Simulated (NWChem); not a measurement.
Species: C$_{2}$H$_{4}$FNSi; SMILES F[C@H](C#N)[SiH3]

```xyz
9

N      0.7961    -2.3411     0.1697
C      0.2247    -1.3723    -0.1049
C     -0.4553    -0.1226    -0.4287
F     -1.6674    -0.0450     0.2222
Si     0.6027     1.4108     0.0674
H     -0.6373    -0.1062    -1.5188
H      0.8291     1.3682     1.5368
H     -0.1796     2.6179    -0.3181
H      1.8894     1.3510    -0.6818
```
Atoms are numbered in this order, from 1.

Computed with NWChem. All runs use the structure optimised with PBE0/def2-SVP. Level: PBE0/def2-SVP with SMD (1 M gas to 1 M solution), gas-phase geometry. Reactions with the solvent are ignored.

| solvent | dielectric constant | solvation free energy (kcal/mol) | cavity-dispersion-structure term (kcal/mol) | dipole in solution (D) |
|---|---|---|---|---|
| water | 78.4 | -1.1 | 5.2 | 4.32 |
| dichloromethane | 8.93 | -4.5 | 1.1 | 4.20 |
| dimethyl sulfoxide | 46.8 | -3.3 | 2.9 | 4.31 |
| acetone | 20.5 | -4.7 | 1.4 | 4.28 |
| acetonitrile | 35.7 | -4.5 | 1.7 | 4.31 |
